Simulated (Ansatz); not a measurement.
A CCSD(T) single point on CH4ClFOSi, SMILES `O[SiH](F)CCl`.

```yaml
crystal:
  periodic: [false, false, false]
  atoms:
    - {symbol: O, position_ang: [-0.446267, 1.074390, 1.418001]}
    - {symbol: Si, position_ang: [0.616218, 0.174442, 0.581666]}
    - {symbol: F, position_ang: [1.723240, 1.082461, -0.118659]}
    - {symbol: C, position_ang: [-0.246490, -0.774433, -0.784604]}
    - {symbol: Cl, position_ang: [-1.336704, 0.342190, -1.662499]}
    - {symbol: H, position_ang: [-1.113049, 1.542340, 0.908617]}
    - {symbol: H, position_ang: [1.298721, -0.713351, 1.542193]}
    - {symbol: H, position_ang: [-0.860142, -1.585597, -0.390571]}
    - {symbol: H, position_ang: [0.452972, -1.188742, -1.511243]}
basis:
  gaussian: {orbitals: def2-SVP}
correlation: {method: ccsd_t}
```

```sh
$ ansatz run in.yaml --threads 4 --pin off --events-out ev --progress --plain
```

Log, shortened:

```
Functional definition: HF
935 factors; integrals over basis functions are off by at most 1.1e-3 eV
mean field evaluation 1: about -26191.7238 eV, gradient 3.9e1 eV
mean field evaluation 2: about -26191.7274 eV, gradient 3.9e1 eV
mean field evaluation 4: about -26194.7018 eV, gradient 2.8e0 eV
mean field evaluation 8: about -26194.7277 eV, gradient 1.5e-1 eV
mean field evaluation 16: about -26194.7225 eV, gradient 4.8e-1 eV
mean field -26194.72780781 eV, -962.6384915128 hartree, gradient 2.5e-6 eV, S^2 0.000000; 0 other end points of the search recorded, 0 dependent functions left out
13 core orbitals not correlated: weight in the atoms' cores, before any rotation towards them, 1.000 or more for the frozen orbitals, at most 0.000 for the correlated occupied ones
reference -26194.72780781 eV, -962.6384915128 hartree; 16, 16 occupied and 69, 69 virtual orbitals, 935 factors
second order -20.08712914 eV of doubles, -0.00000000 eV of singles
cycle   1  -20.64777921 eV  change   -5.6e-1 eV  update   9.4e-2
cycle   2  -21.08672073 eV  change   -4.4e-1 eV  update   2.6e-2
cycle   3  -21.19790371 eV  change   -1.1e-1 eV  update   1.3e-2
cycle   4  -21.19405483 eV  change    3.8e-3 eV  update   2.6e-3
cycle   5  -21.19342119 eV  change    6.3e-4 eV  update   9.5e-4
cycle   6  -21.19363941 eV  change   -2.2e-4 eV  update   2.8e-4
cycle   7  -21.19352274 eV  change    1.2e-4 eV  update   8.9e-5
cycle   8  -21.19348750 eV  change    3.5e-5 eV  update   2.9e-5
perturbative correction -0.44959455 eV, -0.0165222951 hartree
Total energy: -26216.37088987 eV, -963.4338601082 hartree
```

Run time 3.4 s (4 threads of a server CPU on a shared host); peak host memory 0.38 GiB.

MP2 recovers 92.8 % of the CCSD(T) correlation energy and the triples give 2.1 %; T1 = 0.0105.
